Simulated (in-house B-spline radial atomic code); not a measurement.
Orbital energies and mean radii along the 47-electron series, configuration 1s2 2s2 2p6 3s2 3p6 3d10 4s2 4p6 4d10 4f5/2(1). The effective charge is n√(-2ε), a non-relativistic measure. Computed with a radial B-spline atomic code at the basis-set limit: Dirac-Hartree-Fock, jj configuration that fills j = l - 1/2 first, finite nuclei.

```
  ion   Z  energy of 4d3/2 (Eh)  mean radius of 4d3/2 (bohr)  energy of 3d5/2 (Eh)  mean radius of 3d5/2 (bohr)  energy of 4f5/2 (Eh)  mean radius of 4f5/2 (bohr)  effective charge of 4d3/2
Sm15+  62               -16.492                      0.62531               -52.498                      0.23162               -11.255                      0.67045                     22.973
Eu16+  63               -18.117                      0.60534               -55.978                      0.22662               -12.652                      0.63955                     24.078
Gd17+  64                     ?                            ?                     ?                            ?                     ?                            ?                          ?
Tb18+  65               -21.568                      0.56916                -63.28                      0.21722               -15.648                      0.58712                     26.271
Dy19+  66               -23.394                      0.55271               -67.101                      0.21281               -17.245                      0.56458                     27.361
Ho20+  67               -25.287                      0.53721               -71.034                      0.20857               -18.909                      0.54399                     28.446
Er21+  68               -27.246                      0.52258                -75.08                      0.20449               -20.639                      0.52509                     29.527
Tm22+  69               -29.271                      0.50875               -79.238                      0.20057               -22.434                      0.50764                     30.605
Yb23+  70               -31.363                      0.49565               -83.507                      0.19679               -24.294                      0.49148                      31.68
Lu24+  71               -33.521                      0.48322               -87.889                      0.19315               -26.219                      0.47644                     32.752
Hf25+  72               -35.746                      0.47141               -92.381                      0.18964               -28.209                       0.4624                     33.821
Ta26+  73               -38.037                      0.46016               -96.986                      0.18625               -30.263                      0.44926                     34.888
 W27+  74               -40.395                      0.44944                -101.7                      0.18298               -32.382                      0.43692                     35.953
Re28+  75                -42.82                      0.43922               -106.53                      0.17982               -34.566                       0.4253                     37.017
Os29+  76               -45.311                      0.42945               -111.47                      0.17677               -36.814                      0.41435                     38.078
Ir30+  77               -47.869                       0.4201               -116.51                      0.17381               -39.126                      0.40399                     39.138
Pt31+  78                     ?                            ?                     ?                            ?                     ?                            ?                          ?
Au32+  79               -53.185                      0.40257               -126.94                      0.16819               -43.942                      0.38486                     41.254
Hg33+  80                     ?                            ?                     ?                            ?                     ?                            ?                          ?
Tl34+  81               -58.769                      0.38642               -137.82                      0.16291               -49.014                      0.36758                     43.366
```

Fill in the row of Gd17+.

energy of 4d3/2 (Eh): -19.809; mean radius of 4d3/2 (bohr): 0.58666; energy of 3d5/2 (Eh): -59.573; mean radius of 3d5/2 (bohr): 0.22182; energy of 4f5/2 (Eh): -14.117; mean radius of 4f5/2 (bohr): 0.61196; effective charge of 4d3/2: 25.177.

Fill in the row of Pt31+.

energy of 4d3/2 (Eh): -50.493; mean radius of 4d3/2 (bohr): 0.41115; energy of 3d5/2 (Eh): -121.67; mean radius of 3d5/2 (bohr): 0.17095; energy of 4f5/2 (Eh): -41.502; mean radius of 4f5/2 (bohr): 0.39417; effective charge of 4d3/2: 40.197.

Fill in the row of Hg33+.

energy of 4d3/2 (Eh): -55.943; mean radius of 4d3/2 (bohr): 0.39433; energy of 3d5/2 (Eh): -132.33; mean radius of 3d5/2 (bohr): 0.16551; energy of 4f5/2 (Eh): -46.446; mean radius of 4f5/2 (bohr): 0.37601; effective charge of 4d3/2: 42.311.

How does the screening of 4d3/2 change?

Z less the effective charge goes from 39.03 at Z = 62 to 37.63 at Z = 81.
